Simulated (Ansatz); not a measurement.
Relaxation of C2HClFI (6 atoms, charge 0, multiplicity 1), to a largest force component of 0.015 eV/Å in at most 40 steps.

Computed with RKS r2SCAN-D4/def2-SVP (Ansatz 0.2.0).

```xyz
6
Properties=species:S:1:pos:R:3:forces:R:3
F -1.629 -0.054 0.553 -0.91 0.05 0.20
C -0.346 -0.220 0.563 2.87 0.73 -2.41
Cl 0.321 -0.960 1.941 -0.13 -0.27 0.64
C 0.496 0.156 -0.474 -5.39 -0.05 1.63
I -0.293 1.024 -2.183 0.01 0.12 -0.23
H 1.493 -0.010 -0.446 3.55 -0.57 0.16
```

Task: Where does it end, and by what steps?

Result: The forces met the threshold. After 5 steps the energy has fallen by 0.246 eV; H6 moved furthest, 0.05 Å.

| step | energy less start (eV) | largest force component (eV/Å) | accepted |
| --- | --- | --- | --- |
| 0 | 0.0000 | 5.391 | yes |
| 1 | -0.2216 | 1.179 | yes |
| 2 | -0.2290 | 0.514 | yes |
| 3 | -0.2442 | 0.175 | yes |
| 4 | -0.2457 | 0.018 | yes |
| 5 | -0.2457 | 0.006 | yes |

```xyz
6
Properties=species:S:1:pos:R:3
F -1.628 -0.061 0.570
C -0.319 -0.221 0.542
Cl 0.295 -0.962 1.971
C 0.460 0.147 -0.480
I -0.305 1.042 -2.200
H 1.538 -0.010 -0.448
```

The run took 16 s on 2 threads of Intel(R) Xeon(R) Platinum 8488C (Sapphire Rapids) (shared host), peak memory 0.19 GiB.
